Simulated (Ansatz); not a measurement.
Relaxation of Cl₃F₂H₃PTa (10 atoms, charge 0, multiplicity 1), to a largest force component of 0.03 eV/Å in at most 50 steps.

All numbers below come from Ansatz 0.2.0, RKS PBE/def2-SVP.

```xyz
10
Properties=species:S:1:pos:R:3
Ta -0.410 0.491 -0.365
Cl 3.077 -0.646 -0.178
F 0.004 1.330 1.288
Cl -0.348 -0.421 -2.512
Cl -2.560 1.277 -0.455
F -0.062 -1.182 0.406
P 1.284 2.193 -1.162
H 0.961 2.254 -2.560
H 0.451 3.289 -0.732
H 3.228 0.685 -0.265
```

Question: Where does it end, and by what steps?

Answer: It converged. The force dipped under the threshold on the way, but the program's further checks kept it going. After 11 steps the energy has fallen by 0.095 eV; Cl2 moved furthest, 0.51 Å.

| step | energy less start (eV) | largest force component (eV/Å) | accepted |
| --- | --- | --- | --- |
| 0 | 0.0000 | 0.896 | yes |
| 1 | -0.0045 | 1.289 | yes |
| 2 | -0.0384 | 0.524 | yes |
| 3 | -0.0454 | 0.654 | yes |
| 4 | -0.0686 | 0.515 | yes |
| 5 | -0.0789 | 0.180 | yes |
| 6 | -0.0925 | 0.063 | yes |
| 7 | -0.0946 | 0.017 | yes |
| 8 | -0.0945 | 0.038 | no |
| 9 | -0.0951 | 0.020 | yes |
| 10 | -0.0951 | 0.056 | yes |
| 11 | -0.0954 | 0.007 | yes |

```xyz
10
Properties=species:S:1:pos:R:3
Ta -0.562 0.493 -0.374
Cl 3.547 -0.537 -0.002
F -0.215 1.442 1.229
Cl -0.387 -0.447 -2.502
Cl -2.742 1.183 -0.552
F -0.057 -1.108 0.451
P 1.273 2.043 -1.208
H 0.796 2.403 -2.510
H 0.903 3.244 -0.516
H 3.068 0.555 -0.552
```

Time of the run: 60 s on 4 threads of Arm Neoverse N1, with other jobs on the host, peak memory 0.23 GiB.
